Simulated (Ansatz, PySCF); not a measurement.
BH4O3, SMILES OB(O)[OH2+], charge +1. Atoms are numbered in the order given.

```xyz
8

O      0.9607    -0.9872    -0.2227
B      0.1789     0.0589    -0.0434
O      0.4355     1.3472    -0.0264
O     -1.2256    -0.4412     0.1657
H      1.9078    -0.8282    -0.3331
H     -0.1775     2.0563     0.1885
H     -1.3709    -1.4048     0.0988
H     -2.0433     0.0805     0.1022
```
Charge +1, spin multiplicity 1.

Coordinates come from a PBE0-D3(BJ)/def2-SVP optimisation. The isomer is the one that the SMILES or the coordinates give; other isomers of the formula were not compared. The values are those of a single conformer.

Two levels are set side by side: PBE-D3(BJ)/def2-SVP (Ansatz, a program for electronic structure) and PBE0-D3(BJ)/def2-SVP (Ansatz). Each level has its own optimised geometry; the coordinates shown are those of the second. Frequencies come from the Hessian of PySCF at each geometry. Differences are taken from unrounded values.

```json
[
 {"quantity": "mean bond length (Å)", "PBE0-D3(BJ)": "1.145"},
 {"quantity": "bond O1–B2 (Å)", "PBE0-D3(BJ)": "1.318"},
 {"quantity": "bond B2–O3 (Å)", "PBE0-D3(BJ)": "1.314"},
 {"quantity": "bond B2–O4 (Å)", "PBE0-D3(BJ)": "1.505"},
 {"quantity": "bond O1–H5 (Å)", "PBE0-D3(BJ)": "0.967"},
 {"quantity": "bond O3–H6 (Å)", "PBE0-D3(BJ)": "0.962"},
 {"quantity": "bond O4–H7 (Å)", "PBE0-D3(BJ)": "0.977"},
 {"quantity": "bond O4–H8 (Å)", "PBE0-D3(BJ)": "0.972"},
 {"quantity": "highest harmonic wavenumber (cm⁻¹)", "PBE0-D3(BJ)": "3937"},
 {"quantity": "mean harmonic wavenumber (cm⁻¹)", "PBE0-D3(BJ)": "1449"},
 {"quantity": "zero-point energy (kcal/mol)", "PBE0-D3(BJ)": "37.30"}
]
```

**Question.** What does PBE-D3(BJ) give, and how far is it from PBE0-D3(BJ)? (Estimate from the structure and the level; the computed values follow.)

**Answer.** 
```tsv
quantity	PBE-D3(BJ)	PBE-D3(BJ) minus PBE0-D3(BJ)
mean bond length (Å)	1.157	0.012
bond O1–B2 (Å)	1.329	0.011
bond B2–O3 (Å)	1.324	0.011
bond B2–O4 (Å)	1.526	0.020
bond O1–H5 (Å)	0.977	0.011
bond O3–H6 (Å)	0.973	0.011
bond O4–H7 (Å)	0.987	0.010
bond O4–H8 (Å)	0.983	0.011
highest harmonic wavenumber (cm⁻¹)	3778	-159
mean harmonic wavenumber (cm⁻¹)	1403	-46
zero-point energy (kcal/mol)	36.11	-1.19
```

GGA bonds tend to be longer and softer than those of functionals with exact exchange. Differences between two approximate levels are no errors against the true value.
